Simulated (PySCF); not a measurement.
CH7GeNOSi, SMILES [OH][Ge@@H]1[NH]C[SiH2]1.

The structure is a stationary point at B3LYP-D3(BJ)/def2-SVP. The structure was generated by enumeration; whether it is a known compound was not checked. One conformer was computed; it need not be the lowest.

Two levels are set side by side: PBE/def2-TZVP (PySCF) and PBE0/def2-TZVP (PySCF). Same geometry, gas phase. Differences are taken from unrounded values.

```
quantity                      PBE0    PBE  PBE minus PBE0
---------------------------  -----  -----  --------------
orbital gap (eV)              6.51   4.34           -2.17
highest occupied level (eV)  -6.61  -5.27            1.33
lowest empty level (eV)      -0.10  -0.94           -0.84
dipole moment (D)             1.18   1.18            0.00
mean polarisability (bohr³)   79.6   83.1             3.4
```

Without exact exchange PBE keeps part of each electron's self-repulsion, which lifts occupied levels and narrows the gap. PBE's more diffuse valence density responds more strongly to a field. Differences between two approximate levels are no errors against the true value.

Rough cost on one machine, each run with all the roots and properties that it gave: PBE0 against PBE within a factor of 2.
